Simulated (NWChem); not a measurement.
C₂H₃FN₂Si; SMILES C1=N[SiH](N=C1)F

```xyz
9

F     -0.5502    -1.9688     0.0000
Si     0.4258    -0.6964     0.0000
N      0.0677     0.4095     1.3528
C     -0.2351     1.5053     0.7681
C     -0.2351     1.5053    -0.7681
N      0.0677     0.4095    -1.3528
H      1.8264    -1.1625     0.0000
H     -0.4817     2.4176     1.3224
H     -0.4817     2.4176    -1.3224
```
Atoms are numbered in this order, from 1.

Program: NWChem. Geometry: optimised at B3LYP/6-31G* (spherical d). Hybrids' shares of exact exchange are those that their runs print; pure functionals count as 0. The functionals differ in more than this share.

```
row                     share of exact exchange  highest occupied level (eV)
----------------------  -----------------------  ---------------------------
PBE/def2-TZVP                              0.00                        -6.60
BLYP/def2-TZVP                             0.00                        -6.49
TPSSh/def2-TZVP                            0.10                        -7.26
B3LYP/def2-TZVP                            0.20                        -7.83
Hartree-Fock/def2-TZVP                     1.00                     withheld
```

### Question
Fit a straight line of the last column on the one before it, predict the withheld value, and compare with the run.

### Answer

1. Means of the 4 shown rows: x = 0.075, y = -7.045. Slope Σ(x − x̄)(y − ȳ)/Σ(x − x̄)² = -0.1785/0.02750 = -6.491; intercept -6.558.
2. The shown rows scatter about the line by 0.050 (root mean square); the largest residual is +0.07, at BLYP/def2-TZVP.
3. At x = 1.00 (Hartree-Fock/def2-TZVP; beyond the shown range) the line gives -13.05.
4. The run gives -11.66, +1.39 from the line, 28.0 times the scatter.
